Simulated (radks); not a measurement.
Q: The mean radii <r> (bohr) of the occupied orbitals of an atom or ion are listed with their occupations. All-electron calculation, Dirac Kohn-Sham, PBE, spin-unpolarised, spherical densities, finite nucleus; Fermi nuclear charge, rms radius of each element as measured or else 0.836 A^(1/3) + 0.57 fm. Program: a radial shooting solver on a logarithmic mesh with Libxc functionals.

orbital  occ.      <r>
1s1/2       2  0.06089
2s1/2       2   0.2772
2p1/2       2   0.2428
2p3/2       4   0.2457
3s1/2       2   0.7427
3p1/2       2   0.7408

Name the element and its charge. Open shells, if any, fill j = l - 1/2 first.

A: Z = 25, manganese, charge +11: Mn11+ in [Ne] 3s2 3p2. The 1s radius gives Z: for a bare nucleus <r> = (2 gamma + 1)/(2Z) with gamma = sqrt(1 - (Z/c)^2), 0.05933 bohr for Z = 25, and screening makes it slightly larger (0.06089 here). The occupations add up to 14, and the charge is Z minus that.
